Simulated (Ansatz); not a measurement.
Basis-set extrapolation for C6H5BF6O3 (`C[B-]1(O)OC(C(F)(F)F)=CC(C(F)(F)F)=[O+]1`) (PBE0-D4/def2-TZVP geometry, frozen core, the Gaussian-basis code of Ansatz). Multiplicity 1, RHF reference.

|  | def2-TZVPP | def2-QZVPP |
| --- | --- | --- |
| HF | -1076.592938 | -1076.638878 |
| MP2 correlation | -3.224745 | -3.493161 |
| CCSD(T) correlation | -3.373015 | not run |

Energies in hartree. Use E(X) = E(∞) + A·exp(−7.88·√X) for Hartree–Fock and E(X) = E(∞) + B·X^(−2.97) for correlation, with X = 3 and 4, and add CCSD(T) minus MP2 of the smaller set to the MP2 limit.

**Question.** What is the CCSD(T) energy at the basis-set limit?

**Answer.** HF limit: -1076.638878 + (-0.045940) × 0.13774 = -1076.64521. MP2 limit: -3.493161 + (-0.268416) × 0.74074 = -3.69199. Higher-order term: -3.373015 − (-3.224745) = -0.14827. Total: -1080.48547 hartree, 326.0 kcal/mol below CCSD(T)/def2-TZVPP.
